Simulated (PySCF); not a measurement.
**Where the electron goes**

Compound: BiH2(OMe), CH5BiO.
Z-matrix (Å and degrees, PBE0-D3(BJ)/def2-SVP geometry), rows numbered from 1:
```
Bi
H   1  1.8000
H   1  1.8021  2   89.48
O   1  2.1163  2   92.65  3    93.38
C   4  1.3916  1  116.92  2   140.32
H   5  1.1108  4  114.04  1   -61.24
H   5  1.1048  4  108.02  1  -179.61
H   5  1.1108  4  114.04  1    62.07
```

The calculation used PySCF, TDDFT CAM-B3LYP/def2-SVPD, vertical, gas phase, core orbitals frozen in the response, def2 core potentials past Kr. Spin–orbit coupling is left out.

Frontier orbitals with the atoms that hold most of them (Löwdin shares over 4%, at most four atoms; ? is withheld):

| orbital | ε (eV) | atoms |
| --- | --- | --- |
| HOMO-3 | -10.69 | Bi1 41%, H2 22%, H3 22%, O4 7% |
| HOMO-2 | -9.96 | Bi1 30%, O4 23%, C5 14%, H2 11% |
| HOMO-1 | -8.72 | ? |
| HOMO | -8.65 | ? |
| LUMO | ? | Bi1 60%, O4 18%, H3 7%, H2 7% |
| LUMO+1 | 0.38 | Bi1 65%, H2 12%, H3 11%, C5 4% |
| LUMO+2 | 0.61 | Bi1 67%, H3 13%, H2 12% |

Give the leading atoms of the HOMO.

O4 (bonded to Bi and C) 50%; Bi1 (bonded to O and 2 H) 21%; H3 (bonded to Bi) 10%; C5 (bonded to O and 3 H) 10%.

Which atoms hold the HOMO-1, and with what shares?

O4 (bonded to Bi and C) 47%; Bi1 (bonded to O and 2 H) 25%; H2 (bonded to Bi) 10%; C5 (bonded to O and 3 H) 9%.

What is the LUMO energy, and the HOMO–LUMO gap?

ε(LUMO) = -0.42 eV; the gap is 8.23 eV (0.3026 hartree).

How does S1 compare with the orbital gap of 8.23 eV?

S1 is at 4.64 eV (f = 0.0007), 3.59 eV below the gap, made of HOMO→LUMO (64%), HOMO-1→LUMO (32%). 

Next come S2 at 5.09 eV (f 0.086), HOMO-1→LUMO (60%), HOMO→LUMO (30%); S3 at 6.08 eV (f 0.031), HOMO→LUMO+1 (49%), HOMO→LUMO+2 (26%), HOMO-2→LUMO (14%); S4 at 6.16 eV (f 0.013), HOMO-1→LUMO+1 (45%), HOMO-1→LUMO+2 (30%), HOMO→LUMO+2 (9%); S5 at 6.29 eV (f 0.096), HOMO→LUMO+2 (52%), HOMO→LUMO+1 (36%).

One conformer stands for the species.
